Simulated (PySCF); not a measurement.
Working out the ionisation energy of Bi

Bi [Xe] 4f14 5d10 6s2 6p3 (4S) → Bi⁺ [Xe] 4f14 5d10 6s2 6p2 (3P). Calculation: PySCF 2.14, in def2-SVP with the def2 core potential (60 electrons); scalar relativity through the core potential. Frozen: 5s2 5p6 5d10. Energies in hartree (1 hartree = 27.21139 eV):

| part | Bi (lower) | Bi⁺ (upper) |
| --- | --- | --- |
| UHF | -213.591164 | -213.288696 |
| CCSD correlation | -0.047516 | -0.038603 |
| (T) | -0.000386 | -0.000293 |

Problem. What does Hartree-Fock give?

Solution. (-213.288696) − (-213.591164) = 0.302468 hartree = 8.231 eV.

Problem. What do CCSD and CCSD(T) give?

Solution. The CCSD correlation energies differ by 0.008913 hartree = 0.243 eV and the triples by 0.000093 hartree = 0.003 eV, so CCSD gives 8.474 eV and CCSD(T) 8.477 eV.

Reference: 7.286 eV (measured; NIST Atomic Spectra Database, ionization energies), between the lowest levels; spin-orbit coupling is absent from the calculation.

A double-zeta basis recovers only part of the correlation energy.

What remains against the reference includes basis incompleteness, the frozen core and higher excitations.
